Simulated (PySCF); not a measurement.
A structure optimised at PBE0-D3(BJ)/def2-SVP, used in a PySCF frequency run:

```xyz
8

C     -0.5206     0.5206    -0.5206
C      0.5206     0.5206     0.5206
C      0.5206    -0.5206    -0.5206
C     -0.5206    -0.5206     0.5206
H     -1.1442     1.1442    -1.1442
H      1.1442     1.1442     1.1442
H      1.1442    -1.1442    -1.1442
H     -1.1442    -1.1442     1.1442
```

Task: Write its SMILES, formula and point group.

Result: C12C3C1C23, C4H4, Td

Task: What are its rotational constants (standard atomic weights)?

Result: 13.809, 13.809, 13.809 GHz
